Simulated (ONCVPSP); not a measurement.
**Logarithmic derivatives: Pm (Z = 61), ONCV**

ONCVPSP 4.0.1 input, shortened (lines: element, Z, core and valence counts, functional; n l f; lmax; l rc ep ncon nbas qcut; lloc lpopt rc5 dvloc0; l nproj debl; icmod fcfact rcfact), PBEsol, fully relativistic:

```
  Pm 61.00    9    5  -116133      upf
    1    0    2.00
    2    0    2.00
    2    1    6.00
    3    0    2.00
    3    1    6.00
    3    2   10.00
    4    0    2.00
    4    1    6.00
    4    2   10.00
    4    3    4.50
    5    0    2.00
    5    1    6.00
    5    2    0.50
    6    0    2.00
    3
    0    2.45    0.00    4    9    5.20
    1    2.45    0.00    4    7    4.70
    2    2.40    0.00    5    9    4.50
    3    0.95    0.00    4    8   19.90
    4    5    0.80    2.00
    0    2    3.10
    1    2    0.50
    2    2    2.40
    3    2    1.30
    1    0.55    0.00
```

Open shells are filled in proportion to 2j + 1.

In the p channel the program set the typed energies aside and used -0.845, 0.250 Ha (j = l + 1/2; the other j can differ).

The phase is arctan(r·R′/R) of the radial function R(r), unwrapped; energies in Ha, scanned from -3 to 5 Ha. A pole is an energy at which the radial function vanishes at the test radius. The pseudo phase is shifted by a multiple of π to meet the all-electron one at the reference energy, and phase errors are pseudo minus all-electron; the curves can meet again beyond the range given. Levels narrower than the energy grid can be missing from the lists of poles.

| channel | radius (bohr) | reference energy (Ha) | poles, all-electron | poles, pseudo | unbroken range about the reference energy with phases within 0.05 rad | phase error 1 Ha above the reference energy (rad) |
| --- | --- | --- | --- | --- | --- | --- |
| s | 2.49 | -0.14 | -1.46, 2.71 | -1.46, 2.55, 4.76 | below 3.1 | -0.003 |
| p3/2 | 2.49 | -0.84 | -0.53, 3.65 | -0.53, 3.56 | below 4.8 | -0.000 |
| p1/2 | 2.49 | -0.97 | -0.72, 3.38 | -0.72, 3.33 | below 4.7 | -0.000 |
| d5/2 | 2.44 | -0.08 | 0.81 | 0.81, 3.90 | below 3.8 | -0.000 |
| d3/2 | 2.44 | -0.09 | 0.77 | 0.77, 4.13 | below 4.1 | -0.000 |
| f7/2 | 0.97 | -0.16 | 2.68 | 2.68 | the whole range | -0.000 |
| f5/2 | 0.97 | -0.18 | 2.62 | 2.62 | the whole range | -0.000 |

Note: ghosts flagged at negative energy: s at -372.7 eV, p3/2 at -113.3 eV, p1/2 at -91.5 eV; GHOST(+) flagged for d5/2 at 110.3 eV, d3/2 at 115.8 eV. A true bound ghost makes a file unfit for plane-wave use.

Phases in the p1/2 channel:

```tsv
E (Ha)	all-electron	pseudo
-2.98	1.338	1.339
-2.54	1.301	1.301
-2.10	1.235	1.235
-1.66	1.068	1.069
-1.22	-0.200	-0.200
-0.78	-1.529	-1.529
-0.34	-1.744	-1.744
0.10	-1.923	-1.923
0.54	-2.304	-2.304
0.98	-3.494	-3.495
1.42	-4.261	-4.263
1.86	-4.486	-4.487
2.30	-4.588	-4.590
2.74	-4.649	-4.652
3.18	-4.694	-4.699
3.62	-4.733	-4.740
4.06	-4.771	-4.786
4.50	-4.817	-4.848
4.94	-4.885	-4.973
```
